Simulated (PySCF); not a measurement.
# V (vanadium, neutral) across methods

[Ar] 3d2 4s2 5s1, high-spin 4F determinant (an excited configuration). All numbers are calculated (PySCF 2.14, scalar relativity by spin-free X2C-1e, in x2c-TZVPPall with one added diffuse shell each of s, p, d, f type (7s6p5d3f1g, 80 functions)).

```tsv
method	E (hartree)	mean ε 4s α (eV)	mean ε 4s β (eV)	mean ε 5s α (eV)	Σ⟨r²⟩ (bohr²)	⟨S²⟩
PBE	-948.598	-9.207	-8.691	-1.644	109.3	3.751
LC-wPBE	-948.648	-12.221	-11.638	-2.642	112.3	3.752
MN15	-949.227	-10.395	-9.810	-1.812	102.1	3.750
PBE0	-948.632	-9.971	-9.452	-1.895	110.7	3.751
UHF	-947.84179	-11.494	-10.822	-2.348	115.1	3.754
r2SCAN	-948.783	-9.292	-8.826	-1.615	109.9	3.755
TPSSh	-948.847	-9.569	-9.037	-1.706	112.6	3.752
LDA	-946.608	-9.355	-8.828	-1.612	105.7	3.751
```

The outer electron is Rydberg-like, and this basis confines it to a smaller radius and binds it less than a complete one would.
